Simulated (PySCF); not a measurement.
Molecule: `C=C[C@H]1CCC(=C)C1`, C₈H₁₂.

Bonds (- single, = double, # triple, : aromatic): C1=C2, C2-C3, C3-C4, C4-C5, C5-C6, C6=C7, C6-C8, C8-C3. C1 carries H9, H10; C2 carries H11; C3 carries H12; C4 carries H13, H14; C5 carries H15, H16; C7 carries H17, H18; C8 carries H19, H20. Stereochemistry as in C=C[C@H]1CCC(=C)C1. H13, H15, H20 are cis to C2 on the ring; H10 is cis to C3; H17 is cis to C5; H14, H16, H19 are trans to C2 on the ring; H9 is trans to C3; H18 is trans to C5.

Frames of a GFN2-xTB Langevin trajectory at 300 K; GIAO PBE0/pcSseg-1 shieldings in PySCF 2.14.0 with density-fitted response routines, gas phase, non-relativistic; equivalent atoms averaged within each frame.

Referencing at the same level of theory: 13C (186.93 ppm) and 1H (31.72 ppm) vs TMS. The references are static minima.

How do the shifts (ppm) fluctuate along the trajectory?

## Answers


```tsv
time (fs)	C6	C2	C1	C7	C3	C8	C5	C4	H11	H10
250	170.6	156.7	125.0	114.8	52.9	50.6	41.6	40.3	6.58	5.77
425	159.1	156.6	126.9	112.8	51.0	46.4	37.1	44.3	7.29	6.05
625	159.9	156.0	124.3	105.1	49.9	36.5	38.5	45.3	5.96	5.82
800	161.9	145.0	122.0	112.4	57.7	46.4	45.4	32.8	5.54	5.91
1000	161.3	143.9	121.6	111.3	54.0	51.5	43.2	33.4	5.89	6.40
mean of frames	162.5	151.6	124.0	111.3	53.1	46.3	41.2	39.2	6.25	5.99
standard deviation	4.6	6.6	2.2	3.7	3.0	5.9	3.4	5.9	0.69	0.25
```

5 frames give an uncertainty of the mean of about the standard deviation over 2.2 at best, since frames this close in time may not be independent; classical motion lacks zero-point vibration, and the reference would need the same averaging.
